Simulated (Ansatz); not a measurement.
Consider the formal loss of a carbene: `CBC(C)=O` → `CBC=O` + `[CH2]` (triplet).

Calculated with Ansatz (gas phase, PBE0-D4/def2-TZVP geometries, no zero-point term in ΔE). CCSD(T)/CBS adds triple-zeta CCSD(T) − MP2 to the extrapolated MP2 energy (def2 sets, frozen cores). This one scheme is used for every species. DFT in def2-TZVPP. Triplets are unrestricted, without spin–orbit coupling. Each species was taken in one conformer, which may not be the lowest.

Task: Is it downhill or uphill in electronic energy at CCSD(T)/CBS, and by how much? (Estimate.)

Result: The calculation gave: Uphill: ΔE = +4.90 eV.

Task: What do these levels give: PBE-D4, r2SCAN-D4, MP2/def2-TZVPP, MP2/def2-QZVPP, SCS-MP2/def2-QZVPP, CCSD/CBS(def2)? (An estimate is asked.)

Result: The calculation gave: PBE-D4 5.05, r2SCAN-D4 4.75, MP2/def2-TZVPP 4.92, MP2/def2-QZVPP 4.99, SCS-MP2/def2-QZVPP 4.98, CCSD/CBS(def2) 4.76 eV.

Largest T1 diagnostic among the species: 0.017.

In def2-TZVPP, CCSD(T) changes the Hartree–Fock value by +1.47 eV (the triples alone add +0.14 eV) and MP2 by +1.61 eV. From PBE to PBE0 (25 % exact exchange), in def2-TZVPP and without D4, ΔE moves by −0.12 eV.
